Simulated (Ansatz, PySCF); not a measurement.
Isomers of CH4STe: 1 is C[Te]S, 2 is CS[TeH]; one conformer of each (the lowest of an xTB search), B3LYP-D3(BJ)/def2-TZVP minima.
Isomer 1 (charge 0, multiplicity 1):
```xyz
7

C     -1.097     0.267    -0.055
Te     0.215    -1.156     0.911
S      2.141    -0.786    -0.483
H     -2.076     0.159     0.411
H     -1.156     0.027    -1.112
H     -0.716     1.272     0.098
H      2.688     0.217     0.228
```
Isomer 2 (charge 0, multiplicity 1):
```
atom    x (Å)    y (Å)    z (Å)
----  -------  -------  -------
C     -1.0538   0.1199   0.0547
S      0.1342  -0.7880  -0.9923
Te     2.1178  -0.8490   0.3497
H     -1.9988   0.1121  -0.4909
H     -1.1868  -0.3758   1.0133
H     -0.7324   1.1482   0.2044
H      2.7197   0.6326  -0.1389
```

No zero-point or thermal terms.

Cores are frozen in the correlated methods. Filled d and f shells under p-block atoms count as core.

Codes used: Ansatz (Gaussian orbitals); PySCF for the dispersion terms.  In def2 rows elements past Kr take small-core potentials, without spin–orbit coupling.

Problem. Predict the electronic energy of isomer 2 less that of isomer 1 from BLYP-D3(BJ)/def2-TZVPP.

Solution. 4.7 kcal/mol

Problem. Predict the electronic energy of isomer 2 less that of isomer 1 from CAM-B3LYP-D4/def2-TZVPP.

Solution. 4.2 kcal/mol

Problem. Give the electronic energy of isomer 2 less that of isomer 1 at the level CCSD/def2-SVP.

Solution. 3.2 kcal/mol

Ansatz is a first-principles code.
